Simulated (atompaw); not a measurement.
# Scattering properties, PAW (atompaw) potential for W (Z = 74)

atompaw 4.2.0.5 input, output lines left out:

```
W 74
GGA-PBE scalarrelativistic loggrid 2001 logderivrange -8 5 326
6 6 5 4 0 0
6 1 0
5 2 4
0 0 0
c
c
c
c
v
v
c
c
c
v
v
c
c
v
c
2
2.05 1.95 1.85 1.65
n
n
y
2.1
n
bloechl gaussian
3 0 troulliermartins
```

The phase is arctan(r·u′/u) with u = r·R(r), unwrapped; energies in Ry, scanned from -8 to 5 Ry. A pole is an energy at which the radial function vanishes at the test radius. The pseudo phase is shifted by a multiple of π to meet the all-electron one at the reference energy, and phase errors are pseudo minus all-electron; the curves can meet again beyond the range given. Levels narrower than the energy grid can be missing from the lists of poles.

Q: For each channel, where are the poles, and over which energies does the pseudopotential scatter like the atom?

A:

```json
{"channel": "s", "radius (bohr)": "2.05", "reference energy (Ry)": "-0.42", "poles, all-electron": "-5.59", "poles, pseudo": "-5.60, -1.69", "unbroken range about the reference energy with phases within 0.05 rad": "-1.4 to 0.4", "phase error 1 Ry above the reference energy (rad)": "+0.066"}
{"channel": "p", "radius (bohr)": "2.05", "reference energy (Ry)": "-0.10", "poles, all-electron": "-2.62", "poles, pseudo": "-2.62, 3.60", "unbroken range about the reference energy with phases within 0.05 rad": "below 1.5", "phase error 1 Ry above the reference energy (rad)": "-0.007"}
{"channel": "d", "radius (bohr)": "2.05", "reference energy (Ry)": "-0.33", "poles, all-electron": "1.46", "poles, pseudo": "1.46", "unbroken range about the reference energy with phases within 0.05 rad": "the whole range", "phase error 1 Ry above the reference energy (rad)": "-0.000"}
```

Note: ghost state, extra bound levels that the all-electron valence spectrum of the same l lacks: s at -23.7 eV. A true bound ghost makes a file unfit for plane-wave use.

Phases in the p channel:

```tsv
E (Ry)	all-electron	pseudo
-8.00	1.371	1.367
-7.76	1.366	1.362
-7.52	1.361	1.357
-7.28	1.355	1.351
-7.04	1.349	1.345
-6.80	1.342	1.338
-6.56	1.335	1.330
-6.32	1.326	1.321
-6.08	1.316	1.311
-5.84	1.305	1.300
-5.60	1.291	1.286
-5.36	1.274	1.269
-5.12	1.253	1.248
-4.88	1.226	1.220
-4.64	1.189	1.182
-4.40	1.133	1.126
-4.16	1.042	1.033
-3.92	0.859	0.848
-3.68	0.387	0.373
-3.44	-0.625	-0.630
-3.20	-1.215	-1.215
-2.96	-1.434	-1.434
-2.72	-1.540	-1.541
-2.48	-1.604	-1.605
-2.24	-1.648	-1.649
-2.00	-1.681	-1.682
-1.76	-1.708	-1.709
-1.52	-1.732	-1.733
-1.28	-1.753	-1.754
-1.04	-1.774	-1.775
-0.80	-1.794	-1.795
-0.56	-1.815	-1.815
-0.32	-1.836	-1.836
-0.08	-1.859	-1.859
0.16	-1.885	-1.885
0.40	-1.913	-1.915
0.64	-1.946	-1.949
0.88	-1.984	-1.991
1.12	-2.030	-2.045
1.36	-2.085	-2.117
1.60	-2.155	-2.220
1.84	-2.244	-2.380
2.08	-2.362	-2.652
2.32	-2.519	-3.122
2.56	-2.727	-3.719
2.80	-2.992	-4.160
3.04	-3.289	-4.417
3.28	-3.575	-4.575
3.52	-3.811	-4.684
3.76	-3.992	-4.768
4.00	-4.127	-4.840
4.24	-4.228	-4.907
4.48	-4.306	-4.973
4.72	-4.367	-5.045
4.96	-4.416	-5.125
```
